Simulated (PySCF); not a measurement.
Species: C6H12P2.
Z-matrix (Å and degrees, PBE0-D3(BJ)/def2-SVP geometry), rows numbered from 1:
```
C 
P   1  1.6686
P   2  2.2193  1  114.10
C   2  1.8911  1  126.42  3  -123.32
C   4  1.4948  2  103.56  1  -100.72
C   5  1.3438  4  117.86  2   -15.05
C   6  1.4921  5  125.22  4  -179.08
C   6  1.5053  5  115.84  4     1.26
H   1  1.0935  2  117.45  3  -160.00
H   1  1.0915  2  119.26  3    44.62
H   3  1.4290  2   91.79  1   -64.88
H   3  1.4258  2   93.72  1    29.07
H   4  1.1020  2  109.29  1    20.66
H   4  1.1055  2  110.88  1   139.12
H   5  1.0954  4  120.81  2   164.66
H   7  1.1032  6  111.01  5   120.79
H   7  1.1031  6  110.89  5  -120.97
H   7  1.0992  6  111.60  5    -0.06
H   8  1.1023  2  108.36  1    -9.23
H   8  1.1042  2  110.42  1  -126.03
```

All values: PBE0/pcSseg-1 (PySCF, non-relativistic), on one gas-phase PBE0-D3(BJ)/def2-SVP geometry that isn't relaxed in the solvent. The solvent is an IEF-PCM continuum (Bondi radii, 1.10 Å for H, scaled by 1.2). Only the electrostatic response of the medium enters.

```csv
run,E − E(gas) (kJ/mol),HOMO (eV),HOMO–LUMO gap (eV),dipole (D)
gas,0.00,-5.03,4.89,1.91
P,-26.13,-5.28,5.24,2.75
Q,-11.53,-5.11,5.04,2.27
```

Q: The runs were made in acetonitrile and benzene. Which run belongs to which solvent?

A: P = acetonitrile, Q = benzene. The dielectric constants are 2.271 (benzene), 35.69 (acetonitrile), and the energy falls further as ε rises. In this model the ground state sees the solvent through ε alone.

Q: How constant is the ratio of the lowering to (ε − 1)/(2ε + 1)?

A: 
| solvent | (ε − 1)/(2ε + 1) | E − E(gas) (kJ/mol) | ratio (kJ/mol) | polarisation term (kJ/mol) |
| --- | --- | --- | --- | --- |
| benzene | 0.229 | -11.53 | -50.3 | -12.32 |
| acetonitrile | 0.479 | -26.13 | -54.5 | -30.29 |

The ratio changes by +8.4 % in size from benzene to acetonitrile. The polarisation term is half the interaction of the solute with the induced surface charges.
